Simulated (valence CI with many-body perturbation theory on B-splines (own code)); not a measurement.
**Forbidden lines of Tm¹⁹⁺**

Calculated by valence CI with perturbative core correlation (CI+MBPT): four valence electrons over a frozen Dirac-Fock core [Kr] 4d10, a basis of 8 s, 8 p, 9 d, 9 f, 6 g, 3 h, 2 i functions for each j, with the one-electron correlation potential Σ1 (screened to all orders), the two-electron term Σ2, the three-electron term Σ3, Breit, model QED; selected single and double excitations, second order for the rest, scaled by the run's own slope (own B-spline code, finite nucleus).

No measured levels were compared; by estimate terms of the open shell hold to a few per cent of their energy, and close levels can change places. Core correlation moves these levels by up to 3400 cm⁻¹, and in measured spectra 5 to 20 % of such shifts remained as error; rates that hang on mixing are uncertain with them. Only levels of the ground parity were solved; by the run's estimate the other parity begins above the list, which can be wrong where configurations are misplaced.

Lines 51 to 100 of 120 in falling wavelength, among levels below 12.366 eV, chosen from the decays that carry over 1 % of a level's rate. Wavelengths and rates use the calculated energies, so an error of 2000 cm⁻¹ moves a line at 569.6 nm by 11 % and its rate by three times that or more. Electric multipoles are in the length gauge, E1 and E2 with the static RPA response of the core. S is in atomic units (e²a₀⁴ for E2 and M2, e²a₀⁶ for E3), for M1 in squared Bohr magnetons. Weak lines are less certain than strong ones. Lines between different terms over intervals too small for the method are left out, as are lines whose strength nearly cancels. Where a level lies close to another of its J and parity, the split of strength between their lines is uncertain.

Names give the largest LS component (configuration and term), which can be under half, so a name can repeat, a term be missing and a line seem to break the LS rules; names also repeat where a configuration has a term twice. Letters in brackets count levels of one name in rising energy.

```tsv
λ vac (nm)	Upper	Lower	Type	A (s⁻¹)	S (a.u.)
569.6	4f⁴ ³L_8 [b]	4f⁴ ³K_7	M1	4.88e+01	5.69e+00
562.1	4f⁴ ³P_1	4f⁴ ⁵G_2	M1	2.38e+00	4.70e-02
535.7	4f⁴ ³G_3 [a]	4f⁴ ⁵F_3	M1	2.37e+01	9.45e-01
533.5	4f⁴ ³D_2	4f⁴ ⁵F_3	M1	4.70e+01	1.32e+00
531.3	4f⁴ ³K_8	4f⁴ ³K_7	M1	8.49e+00	8.03e-01
520.4	4f⁴ ³L_7	4f⁴ ³K_6 [a]	M1	8.14e+01	6.38e+00
504.1	4f⁴ ³D_3	4f⁴ ⁵F_4 [b]	M1	1.87e+01	6.21e-01
495.7	4f⁴ ³F_4 [a]	4f⁴ ⁵F_4 [b]	M1	3.41e+01	1.39e+00
495.4	4f⁴ ³F_4 [a]	4f⁴ ⁵F_5	M1	3.81e+01	1.55e+00
483.4	4f⁴ ³L_8 [a]	4f⁴ ⁵I_8	M1	5.51e+01	3.93e+00
483.2	4f⁴ ³P_1	4f⁴ ⁵S_2	M1	5.58e+01	7.01e-01
476.7	4f⁴ ¹D_2 [a]	4f⁴ ⁵G_2	M1	3.44e+00	6.91e-02
476.5	4f⁴ ³D_3	4f⁴ ⁵G_3	M1	1.11e+01	3.11e-01
469.0	4f⁴ ³F_4 [a]	4f⁴ ⁵G_3	M1	3.31e+00	1.14e-01
451.2	4f⁴ ³I_5	4f⁴ ⁵F_4 [b]	M1	1.13e+00	4.22e-02
450.9	4f⁴ ³I_5	4f⁴ ⁵F_5	M1	1.20e+01	4.47e-01
444.4	4f⁴ ³K_7	4f⁴ ⁵I_7	M1	4.20e+01	2.05e+00
437.5	4f⁴ ³D_3	4f⁴ ⁵G_2	M1	1.31e+00	2.84e-02
428.2	4f⁴ ³D_2	4f⁴ ⁵F_1	M1	3.85e+01	5.60e-01
422.6	4f⁴ ³G_3 [a]	4f⁴ ⁵F_2	M1	5.73e+00	1.12e-01
421.2	4f⁴ ³D_2	4f⁴ ⁵F_2	M1	2.57e+00	3.56e-02
418.7	4f⁴ ¹D_2 [a]	4f⁴ ⁵S_2	M1	4.61e+01	6.27e-01
395.9	4f⁴ ³I_5	4f⁴ ³K_6 [a]	M1	7.97e+00	2.02e-01
391.5	4f⁴ ³K_6 [a]	4f⁴ ⁵I_6	M1	2.47e+01	7.13e-01
388.1	4f⁴ ³D_3	4f⁴ ⁵S_2	M1	9.30e+00	1.41e-01
383.1	4f⁴ ¹D_2 [a]	4f⁴ ⁵F_3	M1	5.48e+00	5.72e-02
376.6	4f⁴ ³L_8 [a]	4f⁴ ⁵I_7	M1	2.86e+01	9.62e-01
368.2	4f⁴ ⁵F_4 [a]	4f⁴ ⁵I_5	M1	2.13e+01	3.55e-01
363.4	4f⁴ ³P_1	4f⁴ ⁵F_1	M1	4.56e+01	2.44e-01
358.3	4f⁴ ³P_1	4f⁴ ⁵F_2	M1	2.61e+00	1.34e-02
355.1	4f⁴ ³D_3	4f⁴ ⁵F_4 [a]	M1	9.69e+00	1.13e-01
353.2	4f⁴ ³F_4 [a]	4f⁴ ⁵F_3	M1	2.07e+01	3.04e-01
350.9	4f⁴ ³F_4 [a]	4f⁴ ⁵F_4 [a]	M1	2.66e+01	3.84e-01
349.4	4f⁴ ⁵F_5	4f⁴ ⁵I_6	M1	1.17e+01	2.03e-01
346.7	4f⁴ ³K_7	4f⁴ ⁵I_6	M1	6.49e+01	1.50e+00
339.3	4f⁴ ⁵F_2	4f⁴ ⁵I_4	E2	4.79e-03	9.62e-03
328.0	4f⁴ ³I_5	4f⁴ ⁵F_4 [a]	M1	2.05e+01	2.95e-01
325.7	4f⁴ ¹D_2 [a]	4f⁴ ⁵F_1	M1	4.62e+01	2.96e-01
321.6	4f⁴ ¹D_2 [a]	4f⁴ ⁵F_2	M1	5.25e+00	3.24e-02
310.4	4f⁴ ³P_0	4f⁴ ⁵F_1	M1	1.23e+01	1.36e-02
308.7	4f⁴ ³K_6 [a]	4f⁴ ⁵I_5	M1	8.11e+01	1.15e+00
303.3	4f⁴ ³D_3	4f⁴ ⁵F_2	M1	6.83e-01	4.94e-03
292.5	4f⁴ ³L_8 [b]	4f⁴ ⁵I_8	M1	1.06e+00	1.68e-02
291.7	4f⁴ ⁵F_4 [a]	4f⁴ ⁵I_4	M1	6.58e+01	5.45e-01
290.1	4f⁴ ⁵F_3	4f⁴ ⁵I_4	M1	1.19e+00	7.51e-03
283.0	4f⁴ ³L_9	4f⁴ ⁵I_8	M1	1.28e+01	2.04e-01
282.1	4f⁴ ³K_8	4f⁴ ⁵I_8	M1	2.81e+01	3.98e-01
281.9	4f⁴ ⁵F_5	4f⁴ ⁵I_5	M1	1.26e+01	1.15e-01
281.8	4f⁴ ⁵F_4 [b]	4f⁴ ⁵I_5	M1	2.77e+01	2.07e-01
271.2	4f⁴ ³H_5 [a]	4f⁴ ⁵I_6	M1	4.38e+01	3.57e-01
```
